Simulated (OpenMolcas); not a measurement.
Ge: terms and fine structure

| Item | Value |
| --- | --- |
| Program | OpenMolcas 26.06 |
| Method | SS-CASPT2, IPEA 0.25 Eh, imaginary shift 0.1 Eh (closed shells correlated: 3d) |
| Basis | ANO-RCC-VTZP [6s5p3d1f] |
| Scalar Hamiltonian | DKH2, point nucleus |
| Active space | 4 electrons in 4 orbitals (4s 4p) |
| State averaging | 2S+1 = 3 even, 6 roots (3 in the spin-orbit step); 2S+1 = 1 even, 6 roots kept (CI in the orbitals of an earlier block); 2S+1 = 5 odd, 1 root; 2S+1 = 3 odd, 5 roots kept (CI in the orbitals of an earlier block) |
| Spin-orbit coupling | RASSI with atomic mean-field integrals over the reference wave functions, term energies averaged over their components |

Spin-free terms above the lowest, with the occupations of the reference:

```
Configuration  Term  E (cm-1)      Occupations
      4s2 4p2    3P       0.0  4s 1.97 4p 2.03
      4s2 4p2    1D      7230  4s 1.97 4p 2.03
      4s2 4p2    1S     16660  4s 1.90 4p 2.10
       4s 4p3   5S*     36850  4s 1.00 4p 3.00
```

With spin-orbit coupling, above the lowest level:

```csv
Configuration,Term,J,E (cm-1),Measured (cm-1),g,Term weight %
4s2 4p2,3P,0,0.0,0.0,,100
4s2 4p2,3P,1,515,557,1.501,100
4s2 4p2,3P,2,1318,1410,1.497,99
4s2 4p2,1D,2,8230,7125,1.004,99
4s2 4p2,1S,0,17690,16367,,100
4s 4p3,5S*,2,37790,41927,2.002,100
```

Against the 5 measured excited levels shown (NIST Handbook of Basic Atomic Spectroscopic Data) the mean absolute deviation is 1300 cm-1; the largest miss in energy is 4s 4p3 5S* 2: computed 37790, measured 41927 cm-1 (-9.9 %), and the largest in proportion 4s2 4p2 1D2 (+15.5 %).

Spin-orbit coupling puts the lowest level 943 cm-1 below the lowest spin-free term.

For 3P the intervals divided by the larger J are 515.0, 401.3 cm-1. Landé's interval rule makes them equal in pure LS coupling; they differ by 25 % of their mean. The multiplet is regular.

Over all roots computed the reference weight is 0.89 to 0.96; the roots of lowest weight are the least certain, and an intruder state may touch them. Some high roots are left out of the spin-orbit mixing, which shifts the levels that they would mix with. Terms from blocks run as CI alone lack orbitals of their own. Terms of s pⁿ other than that of highest spin mix with s² pⁿ⁻² d, which this space lacks; all of them can be thousands of cm-1 off, and some have no real level of that name. Some terms miss by over 15 % even with CASPT2, which points to a basis or an active space too small for the shells correlated. Measured partners are found by configuration, term and J. A level has none where our copy of the source lacks it or the pairing is in doubt (some pairs that miss far off the trend of their configuration count as doubtful), and it then counts in no deviation. Only configurations of the active space appear. The first state left out of the spin-orbit step lies near 70000 cm-1 above the lowest spin-free state of the reference (among the parities and spins computed), and the list stops at four fifths of that energy or lower.

The term weight is that of the spin-free term in the level, not the purity of its configuration. * marks odd parity.
